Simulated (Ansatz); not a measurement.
`[CH3][Ge][OH]` + H₂S → `[OH][Ge][SH]` + CH₄ at 500 K and 1 bar (ligand exchange at a Ge–C bond).

Program: Ansatz. Geometries: PBE0-D4/def2-TZVP. ΔE: electronic, gas phase. CBS: MP2 limit from def2 TZ/QZ plus the TZ coupled-cluster correction, frozen cores. This one scheme is used for every species. For Ge outer-core shells are correlated without core-valence functions, which leaves a few kJ/mol of doubt a bond. Scalar relativity is left out up to krypton. One conformer a species, not always the lowest.

```csv
species,CCSD(T)/CBS energy (Eh),H − E (kJ/mol),S (J/(mol·K))
`[CH3][Ge][OH]`,-2191.75471,161.1,346.9
H₂S,-398.97279,57.0,224.0
`[OH][Ge][SH]`,-2550.31266,90.8,340.9
CH₄,-40.46206,135.6,206.8
```

H − E and S are ideal-gas, rigid-rotor, harmonic terms from PBE0-D4/def2-TZVP, for one conformer and one mirror image of each species. 1 Eh = 2625.50 kJ/mol, R = 8.31446 J/(mol·K).

**Question.** By hand: ΔE, ΔH, ΔS and ΔG.

**Answer.** ΔE = (-2550.31266) + (-40.46206) − (-2191.75471) − (-398.97279) = -0.04722 Eh = -124.0 kJ/mol. Δ(H − E) = 90.8 + 135.6 − 161.1 − 57.0 = 8.3, so ΔH = -115.7 kJ/mol. ΔS = 340.9 + 206.8 − 346.9 − 224.0 = -23.2 J/(mol·K). ΔG = -115.7 − 500 × (-23.2)/1000 = -104.1 kJ/mol.

**Question.** By hand: the equilibrium constant, and the temperature at which ΔG would vanish if ΔH and ΔS stayed fixed.

**Answer.** log₁₀ K = −ΔG/(RT ln 10) = 10.9. ΔG = 0 at ΔH/ΔS = 4987 K, far beyond where these terms or the molecules hold.

ΔH outweighs TΔS. A doubt of 5 kJ/mol in ΔE shifts log₁₀ K by 0.5 here. Other conformers and mirror images would add mixing entropy, several J/(mol·K) or more a flexible species. These are equilibria of isolated gas molecules and say nothing of rates. Largest T1 diagnostic: 0.015 (customary marks: 0.02 for closed shells, 0.045 for open ones).
